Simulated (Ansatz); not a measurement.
`FB[CH2][GaH][F]` + `C#CS` → `C#C[S][GaH][F]` + `CBF`  (ligand exchange at a Ga–C bond)

Gas-phase electronic energies from Ansatz, PBE0-D4/def2-TZVP geometries. CCSD(T)/CBS adds triple-zeta CCSD(T) − MP2 to the extrapolated MP2 energy (def2 sets, frozen cores). This one scheme is used for every species. DFT in def2-TZVPP. B3LYP here is the variant with VWN-RPA as its local correlation; programs differ in this. HSE06 is defined as in plane-wave codes. For Ga outer-core shells are correlated without core-valence functions, which leaves a few kJ/mol of doubt a bond. Scalar relativity is left out up to krypton. Each species was taken in one conformer, which may not be the lowest.

`FB[CH2][GaH][F]`:

```xyz
9

F    -0.267    2.315   -0.358
B     0.389    1.213   -0.711
C    -0.313   -0.151   -0.657
Ga    0.032   -1.015    1.078
F    -1.396   -1.088    2.104
H     1.542    1.355   -1.017
H     0.114   -0.850   -1.384
H    -1.401   -0.101   -0.738
H     1.301   -1.679    1.683
```

`C#CS`:

```xyz
5

C     1.077   -0.336   -0.539
C     0.148   -0.006    0.151
S    -1.059    0.455    1.225
H     1.890   -0.628   -1.161
H    -2.057    0.515    0.324
```

`C#C[S][GaH][F]`:

```xyz
7

C     0.439    1.029    1.889
C    -0.351    0.704    1.042
S    -1.520    0.293   -0.093
Ga   -0.286   -0.847   -1.525
F     1.406   -0.997   -1.127
H     1.147    1.311    2.632
H    -0.836   -1.494   -2.819
```

`CBF`:

Z-matrix (Å, degrees):
```
C
B 1 1.553
H 1 1.096 2 109.6
H 1 1.091 2 114.0 3 122.5
H 1 1.096 2 109.7 3 -114.9
F 2 1.327 1 120.6 3 -122.2
H 2 1.202 1 123.5 3 57.8
```

**Question.** Is it downhill or uphill in electronic energy at CCSD(T)/CBS, and by how much? (Estimate.)

**Answer.** Ansatz gave: Downhill: ΔE = -72.9 kJ/mol.

**Question.** What do these levels give: LDA (SPW92), r2SCAN-D4, HSE06-D4, ωB97X-V, PBE-QIDH, PBE, revPBE, r2SCAN, B3LYP, CAM-B3LYP, MP2/def2-SVP, CCSD/def2-SVP? (An estimate is asked.)

**Answer.** The calculation gave: LDA (SPW92) -71.7, r2SCAN-D4 -79.3, HSE06-D4 -77.6, ωB97X-V -75.2, PBE-QIDH -77.3, PBE -75.2, revPBE -75.7, r2SCAN -79.1, B3LYP -76.7, CAM-B3LYP -74.6, MP2/def2-SVP -79.0, CCSD/def2-SVP -76.8 kJ/mol.

Largest T1 diagnostic among the species: 0.014.

In def2-TZVPP, CCSD(T) changes the Hartree–Fock value by +10.4 kJ/mol (the triples alone add −0.2 kJ/mol) and MP2 by +7.7 kJ/mol. Leaving LDA and LC-ωPBE aside and taking each functional with its dispersion term where it has one, the values, not all of them listed here, spread over 7.4 kJ/mol, from BHLYP-D4 to ωB97M-V. LDA lies +3.4 kJ/mol from PBE without D4. At CCSD(T), def2-SVP lies −4.0 kJ/mol from the extrapolated value and def2-TZVPP −0.5 kJ/mol.
